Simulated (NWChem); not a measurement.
System: InH$_{2}$O$_{2}$Br; SMILES [OH][In]([OH])[Br]

Computed with NWChem. All runs use the structure optimised with PBE0/def2-SVP. No frequency run checked for a minimum. def2 effective core potentials on In; no spin-orbit coupling. Gas phase, vertical. One conformer.

B3LYP/def2-SVPD, TDA puts singlet state 4 at 5.30 eV with oscillator strength 0.055.

Problem. Give the wavelength, the transition dipole and the radiative lifetime of that state in vacuum.

Solution. 
1. λ = 1239.84/5.30 = 234 nm, or 42750 cm⁻¹.
2. f = (2/3) ΔE μ² in atomic units, so μ = √(1.5 f/ΔE) = 0.65 a.u. = 1.65 D.
3. τ = 1.499 s cm⁻² / (f ν²) = 15 ns, for a non-degenerate state that emits at the vertical energy; a higher state like this one mostly decays faster by other paths.
